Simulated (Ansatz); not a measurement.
The molecule BeCl, multiplicity 2 (the spin of the measured ground state).

```tsv
level	bond energy D_e (eV)
SVWN5/def2-TZVPP	4.714
PBE/def2-TZVPP	4.272
r2SCAN/def2-TZVPP	4.416
B97M-V/def2-TZVPP	4.035
B3LYP/def2-TZVPP	4.038
PBE0/def2-TZVPP	4.209
BHLYP/def2-TZVPP	3.942
CAM-B3LYP/def2-TZVPP	4.058
wB97X-V/def2-TZVPP	4.049
wB97M-V/def2-TZVPP	3.937
B2PLYP/def2-TZVPP	4.021
CCSD/def2-TZVPP	3.530
CCSD/def2-QZVPP	3.793
CCSD(T)/def2-TZVPP	3.621
CCSD(T)/def2-QZVPP	3.900
```

The rows run from 3.530 (CCSD/def2-TZVPP) to 4.714 eV (SVWN5/def2-TZVPP). From def2-TZVPP to def2-QZVPP CCSD(T) changes by 0.279. The 11 functionals in def2-TZVPP without D3 or D4 span 0.777, from wB97M-V to SVWN5.

D_e counts from the fitted minimum to each atom's lowest state at the same level, without counterpoise.

Correlated levels freeze the inner cores; with def2 sets outer-core shells near the valence are correlated too.

Run with Ansatz (Gaussian basis) for Hartree–Fock, density functionals and correlated methods.

Ansatz is a program for electronic structure.
